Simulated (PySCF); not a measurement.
CF3GeNO, SMILES O=C=[N][Ge]([F])([F])[F].

Geometry: B3LYP-D3(BJ)/def2-SVP. The structure was generated by enumeration, and PubChem lists no compound with its InChIKey, so it may never have been made. Other conformers were not sampled.

Two levels are set side by side: PBE/def2-TZVP (PySCF) and B3LYP/def2-TZVP (PySCF). Same geometry, gas phase. Differences are taken from unrounded values.

```
quantity                     B3LYP
---------------------------  -----
orbital gap (eV)              7.80
highest occupied level (eV)  -9.70
lowest empty level (eV)      -1.90
dipole moment (D)             0.60
mean polarisability (bohr³)   43.1
```

Problem. What does PBE give, and how far is it from B3LYP? (Estimate from the structure and the level; the computed values follow.)

Solution. 
```csv
quantity,PBE,PBE minus B3LYP
orbital gap (eV),5.82,-1.99
highest occupied level (eV),-8.45,1.25
lowest empty level (eV),-2.63,-0.74
dipole moment (D),0.58,-0.03
mean polarisability (bohr³),45.1,2.0
```

PBE's occupied levels lie high since its potential decays too fast outside the molecule; exact exchange lowers them and widens the gap. PBE's more diffuse valence density responds more strongly to a field. Differences between two approximate levels are no errors against the true value.

Rough cost on one machine, each run with all the roots and properties that it gave: B3LYP against PBE within a factor of 2.
